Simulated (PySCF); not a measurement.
Species: C₆H₁₅BO.
SMILES with atom numbers: `[CH3:1][O+:2]([CH3:3])[BH2-:4][CH:5]1[CH2:6][CH2:7][CH2:8]1`

NICS is the negative of the GIAO shielding at a point without a nucleus: at the ring centre (0) and 1 Å above and below it (1); zz is the component along the ring normal. Level: GIAO PBE0/pcSseg-1 (PySCF, non-relativistic, gas phase) on the PBE0-D3(BJ)/def2-SVP geometry, one conformer.

Ring bond lengths (Å), with Mayer bond orders in brackets: C5–C6 1.553 (1.02), C6–C7 1.540 (1.03), C7–C8 1.540 (1.03), C8–C5 1.552 (1.00).

Question: What do the NICS probes read (ppm)?

Answer: 
```
       ring                                            type  NICS(0)  NICS(1), two faces  NICS(1)zz, two faces  rms pucker (Å)  centre to ring atoms, mean (Å)
C5–C6–C7–C8  4-membered carbocycle; formal bonds all single     -0.4          0.2 / -0.7             4.3 / 2.8            0.12                            1.09
```

Question: What do they say, and how far can they be read as aromaticity?

Answer: 
- C5–C6–C7–C8: mean NICS(1)zz 3.5 ppm, deshielded. C5, C6, C7, C8 have four or more neighbours, so the value isn't read as a sign of a π ring current.

Question: Give the inner angles of the rings and the Hirshfeld charges of the ring atoms.

Answer: 
- C5–C6–C7–C8: C5 88.1° (-0.110 e), C6 88.9° (-0.068 e), C7 88.9° (-0.073 e), C8 88.9° (-0.081 e); sum 354.8° against 360° for a flat convex ring.

Question: How shielded are the nuclei of the rings and their hydrogens (means over atoms taken as equivalent)?

Answer: 
```json
{"atoms": "C5", "environment": "sp3 carbon bound to boron", "σ isotropic (ppm)": "161.6"}
{"atoms": "C6 (×2)", "environment": "four-membered-ring carbon", "σ isotropic (ppm)": "160.0"}
{"atoms": "C7", "environment": "four-membered-ring carbon", "σ isotropic (ppm)": "163.1"}
{"atoms": "H on C5", "environment": "methine hydrogen", "σ isotropic (ppm)": "29.82"}
{"atoms": "H on C6 (×2)", "environment": "methylene hydrogen", "σ isotropic (ppm)": "29.23"}
{"atoms": "H on C6 (×2)", "environment": "methylene hydrogen", "σ isotropic (ppm)": "29.87"}
{"atoms": "H on C7", "environment": "methylene hydrogen", "σ isotropic (ppm)": "29.60"}
{"atoms": "H on C7", "environment": "methylene hydrogen", "σ isotropic (ppm)": "29.04"}
```

Question: How do the values depend on the level or the medium?

Answer: 
```tsv
level	NICS(0), C5–C6–C7–C8	mean NICS(1)zz, C5–C6–C7–C8
PBE0/pcSseg-1, gas	-0.4	3.5
PBE0/pcSseg-1, IEF-PCM cyclohexane	-0.4	3.5
PBE0/pcSseg-1, IEF-PCM methanol	-0.4	3.5
```

The geometry is the same throughout; the continuum's cavity takes Bondi-type radii × 1.2.

Time: 74 s; peak memory 0.99 GiB. Hardware: an Arm Neoverse N1 with one thread, no GPU, shared host with 64 logical CPUs at a one-minute load of 60. This is the whole shielding run at PBE0/pcSseg-1, SCF included.

The values belong to the conformer `[CH3:1][O+:2]([CH3:3])[BH2-:4][CH:5]1[CH2:6][CH2:7][CH2:8]1`: C1–O2–B4–C5 -57°, O2–B4–C5–C6 -160°.
